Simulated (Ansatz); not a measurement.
Consider the redistribution: `C#CBN` + `NC[TeH]` → `NBCN` + `C#C[TeH]`.

Program: Ansatz. Geometries: PBE0-D4/def2-TZVP. ΔE: electronic, gas phase. CCSD(T)/CBS adds triple-zeta CCSD(T) − MP2 to the extrapolated MP2 energy (def2 sets, frozen cores). Functionals use def2-TZVPP. Elements past krypton have def2 core potentials. For Te outer-core shells are correlated without core-valence functions, which leaves a few kJ/mol of doubt a bond. Each species was taken in one conformer, which may not be the lowest.

```tsv
species	ωB97X-V energy (Eh)
`C#CBN`	-158.21594
`NC[TeH]`	-363.86348
`NBCN`	-176.72616
`C#C[TeH]`	-345.33603
```

Task: Work out ΔE.

Result: ΔE = (-176.72616) + (-345.33603) − (-158.21594) − (-363.86348) = 0.01723 Eh = +45.2 kJ/mol. CCSD(T)/CBS gives +50.0 kJ/mol.

Largest T1 diagnostic among the species: 0.014.

Leaving LDA and LC-ωPBE aside and taking each functional with its dispersion term where it has one, the values, not all of them listed here, spread over 12.0 kJ/mol, from ωB97X-V to BLYP-D4. From BLYP to BHLYP (50 % exact exchange), in def2-TZVPP and without D4, ΔE moves by −5.2 kJ/mol.
